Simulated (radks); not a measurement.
Values are calculated unless marked as measured or tabulated.
N, configuration [He] 2s2 2p3 (the NIST ground configuration).

Code: a radial shooting solver on a logarithmic mesh with Libxc functionals. Model: Dirac Kohn-Sham, PBE, spin-unpolarised, spherical densities, finite nucleus; open shells fill j = l - 1/2 first; Fermi nuclear charge, rms radius 2.5582 fm.

Energy parts (eV):
part                     energy
total                 -1481.762
kinetic                1478.942
electron-nucleus      -3486.361
Hartree                 704.352
exchange-correlation   -178.695

Orbitals (lengths in bohr, moments of r in powers of bohr; r(max) is where P^2 peaks):
orbital  occ.  eigenvalue (eV)  r(max)  small-component weight
1s1/2       2        -384.6959  0.1482                5.87e-04
2s1/2       2         -18.5777   1.013                6.32e-05
2p1/2       2          -7.0978  0.9733                4.86e-05
2p3/2       1          -7.0787  0.9743                4.85e-05

The highest occupied level is 2p3/2 at -7.079 eV. The electron density at the nucleus is 211.7 e/bohr^3.
